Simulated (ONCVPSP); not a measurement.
**Re, ONCV: configuration errors across variants**

rhenium (Re), optimised norm-conserving Vanderbilt (ONCV), made with ONCVPSP 4.0.1 (PBE, scalar-relativistic). Core [Kr] 4d10 4f14, reference 5s2 5p6 5d4 (charge +3). Waves: 5s: rc 1.20 bohr, ncon 4, nbas 8, qcut 6 1/bohr, 2 projectors, debl 2.5 Ha; 5p: rc 1.75 bohr, ncon 4, nbas 8, qcut 9.3 1/bohr, 2 projectors, debl 2.8 Ha; 5d: rc 2.60 bohr, ncon 5, nbas 9, qcut 6.7 1/bohr, 2 projectors, debl 2.5 Ha. Local part: polynomial inside 1.15 bohr (lpopt 5, dvloc0 3 Ha). Core correction: none.

In the s channel the program set the typed energies aside and used -4.227, 0.250 Ha. In the p channel the program set the typed energies aside and used -2.813, 0.250 Ha.

All-electron excitation energies from the reference (eV): (1) 5s2 5p6 5d5 6s2 -52.699; (2) 5s2 5p6 5d5 6s1 -43.451; (3) 5s2 5p6 5d5 -27.129; (4) 5s2 5p6 5d5 6p2 -42.824.

3 further variants failed, have other tests or another functional or relativity, and are left out.

Errors AE − PS in meV (a dash: test not solved or not reliable):

```tsv
change	(1)	(2)	(3)	(4)	bound ghosts	GHOST(+) flags above zero
base	+33	+22	+10	+21	none	s
s: ncon 3, nbas 7	+33	+22	+10	+21	none	s
s: nbas 7	+33	+22	+10	+21	none	s
s: qcut 3.9; p: qcut 6.1; d: qcut 4.4	+14	+28	+43	+32	none	s, d
all radii scaled by about 1.28 (s 1.54, p 2.24, d 3.32 bohr); local potential polynomial inside 1.48 bohr (lpopt 5, dvloc0 3 Ha)	+24	+47	+61	+39	none	none
```

Give the same row for: d: qcut 8.7.

+33, +22, +11, +22; bound ghosts: none; GHOST(+) flags above zero: s.
